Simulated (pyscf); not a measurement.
**•O–In(Cl)–Cl (SMILES [O][In]([Cl])[Cl]), doublet**

Gas-phase minimum from PySCF at ωB97X-D3(BJ)/def2-SVP, one conformer. Other isomers of •O–In(Cl)–Cl were not searched in full and may lie lower. 

```
In
O 1 2.0087
Cl 1 2.3079 2 119.36
Cl 1 2.3082 2 119.53 3 -179.83
```
Charge 0, spin multiplicity 2.

Properties at ωB97X-D3(BJ)/def2-SVP:

```
Property                                                                                                                                         Result
---------------------------------------------------------------------------------------------------------------------  --------------------------------
Harmonic wavenumbers, unscaled                                                                                         93, 114, 119, 380, 420, 616 cm⁻¹
Zero-point energy                                                                                                                          2.5 kcal/mol
Rotational symmetry number                                                                                                                            2
Entropy of this conformer at 298 K and 1 atm, rigid rotor and harmonic oscillator, modes under 100 cm⁻¹ raised to 100                   343.6 J/(mol K)
Dipole moment                                                                                                                                    0.17 D
Spin expectation value S2                                                                                                                         0.755
```

Single-point totals, which compare only within one level (frozen core for MP2 and CC):

| level | total energy (hartree) |
|---|---|
| ωB97X-D3(BJ)/def2-TZVP | -1185.94139 |
| PBE/def2-TZVP | -1185.40049 |
| r²SCAN/def2-TZVP | -1185.83071 |
| B3LYP-D3(BJ)/def2-TZVP | -1185.95270 |
| PBE0-D3(BJ)/def2-TZVP | -1185.47405 |
| M06-2X/def2-TZVP | -1185.72736 |
| ωB97M-D3(BJ)/def2-TZVP | -1185.99560 |
| UHF/def2-TZVPP | -1183.20592 |
| MP2/def2-TZVPP | -1184.03239 |
| CCSD/def2-TZVPP | -1184.06711 |
| CCSD(T)/def2-TZVPP | -1184.10000 |

Soft torsions are taken as harmonic, which can shift the entropy by several J/(mol K). The CCSD(T) − MP2 part came from Ansatz, without density fitting, on the same reference. The frozen core leaves the outer d or s,p core shells of the metals and heavy elements correlated in the MP2 and CC values, and def2-TZVPP describes them poorly, so these totals are far from the basis limit. Elements past Kr carry the def2 core potentials, without spin-orbit coupling.
